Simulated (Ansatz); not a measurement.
A single point on Al$_{2}$F$_{2}$H$_{4}$O$_{2}$, SMILES `[F][Al@H-]1[OH+][Al@@H-]([F])[OH+]1`.

```yaml
crystal:
  periodic: [false, false, false]
  atoms:
    - {symbol: F, position_ang: [0.371249, -1.174799, -2.273283]}
    - {symbol: Al, position_ang: [0.953288, -0.580551, -0.844165]}
    - {symbol: O, position_ang: [-0.197901, -1.074057, 0.505683]}
    - {symbol: Al, position_ang: [-0.881221, 0.586024, 0.915665]}
    - {symbol: F, position_ang: [-2.467112, 0.630141, 0.449531]}
    - {symbol: O, position_ang: [0.276224, 1.076849, -0.425880]}
    - {symbol: H, position_ang: [2.488308, -0.709567, -0.541960]}
    - {symbol: H, position_ang: [-0.731484, -1.869345, 0.476629]}
    - {symbol: H, position_ang: [-0.488012, 1.183230, 2.313159]}
    - {symbol: H, position_ang: [0.676662, 1.932085, -0.575378]}
basis:
  gaussian: {orbitals: def2-TZVPP}
hamiltonian: {xc: pbe}
correlation: {method: rpa}
```

```sh
$ ansatz run in.yaml --threads 4 --pin off --events-out ev --progress --plain --max-ram 10444MiB
```

Output, abridged:

```
Functional definition: PBE
1628 factors; integrals over basis functions are off by at most 1.5e-3 eV
mean field evaluation 1: about -22768.6529 eV, gradient 1.0e2 eV
mean field evaluation 2: about -22768.6465 eV, gradient 1.0e2 eV
mean field evaluation 4: about -22783.3198 eV, gradient 1.4e1 eV
mean field evaluation 8: about -22783.8444 eV, gradient 4.3e-1 eV
mean field evaluation 16: about -22783.8435 eV, gradient 6.4e-5 eV
mean field -22783.84352578 eV, -837.2908061287 hartree, gradient 6.6e-6 eV, S^2 0.000000; 0 other end points of the search recorded, 0 dependent functions left out
14 core orbitals not correlated: weight in the atoms' cores, before any rotation towards them, 1.000 or more for the frozen orbitals, at most 0.000 for the correlated occupied ones
reference -22728.00473636 eV, -835.2387684662 hartree; 18, 18 occupied and 232, 232 virtual orbitals, 1628 factors
Total energy: -22776.21824536 eV, -837.0105822418 hartree
```

Run time 6.5 s (4 threads of an Arm Neoverse V2 on a shared host); peak host memory 0.66 GiB.
